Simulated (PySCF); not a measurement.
Correlation energy of Cu⁺ (copper, charge +1)

Starting occupation: [Ar] 3d9 4s1, 3d3/2 with m_j = -3/2, -1/2, +1/2, +3/2, 3d5/2 with m_j = -3/2, -1/2, +1/2, +3/2, +5/2, 4s1/2 with m_j = +1/2. All numbers are calculated (PySCF 2.14, X2C-1e with screened-nucleus spin-orbit coupling, Gaussian nucleus, in x2c-TZVPall-2c (6s7p4d1f, 54 functions)). Frozen: [Ne]; 18 electrons correlated; the 6 highest virtual spinors left out.

MP2 pair energies summed by pair of shells (mhartree):

| pair | energy | share (%) |
| --- | --- | --- |
| 3d-3d | -268.71 | 48.1 |
| 3d-3p | -164.14 | 29.4 |
| 3p-3p | -46.85 | 8.4 |
| 3d-3s | -35.81 | 6.4 |
| 3d-4s | -18.28 | 3.3 |
| 3p-3s | -18.19 | 3.3 |
| 3p-4s | -4.01 | 0.7 |
| 3s-3s | -2.80 | 0.5 |
| 3s-4s | -0.35 | 0.1 |

Total MP2 correlation energy: -559.14 mhartree.

The GHF reference relaxed away from the jj start to a determinant that is no pure jj level (⟨S²⟩ = 2.00, ⟨J²⟩ = 12.01); the energies belong to that determinant.

This basis was not built for core-valence correlation, so the inner-shell part is incomplete.
